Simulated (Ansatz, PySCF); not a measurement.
Gas-phase reaction in SMILES: FB(F)[SiH3] + 3 [H][H] (H2) -> B (BH3) + 2 F (HF) + [SiH4] (SiH4)
Each molecule is optimised on its own at B3LYP-D3(BJ)/def2-TZVP (Ansatz, an electronic-structure program).
Geometry of the first species:
```
Si
H 1 1.4797
H 1 1.4822 2 109.58
H 1 1.4825 2 109.48 3 -119.01
B 1 2.0346 2 111.07 4 -120.32
F 5 1.3238 1 122.80 2 2.52
F 5 1.3250 6 116.13 1 -179.85
```

Property: energy of full hydrogenation (enthalpy at 298 K, with B3LYP-D3(BJ) rigid-rotor harmonic-oscillator terms from PySCF), in kcal/mol. Correlated levels leave the core frozen unless marked. Spin-orbit coupling is left out. Non-relativistic unless marked X2C. Basis-set limits of correlation are two-point, X^-3; Hartree-Fock from the larger set.

```csv
level,program,energy of full hydrogenation (kcal/mol)
PBE/def2-TZVPD,Ansatz,63.2
PBE-D3(BJ)/def2-TZVPD,Ansatz + dftd3,64.0
r2SCAN-D3(BJ)/def2-TZVPD,Ansatz + dftd3,66.8
PBE0/6-31G*,Ansatz,80.4
BHLYP/def2-TZVPD,Ansatz,58.0
LC-wPBE-D3(BJ)/def2-TZVPD,Ansatz + dftd3,60.6
LC-wPBE/def2-TZVPD,Ansatz,59.7
```

### Question
Predict the CCSD(T)/CBS(cc-pV(T+d)Z,cc-pV(Q+d)Z) result (Ansatz).

### Answer
60.7 kcal/mol
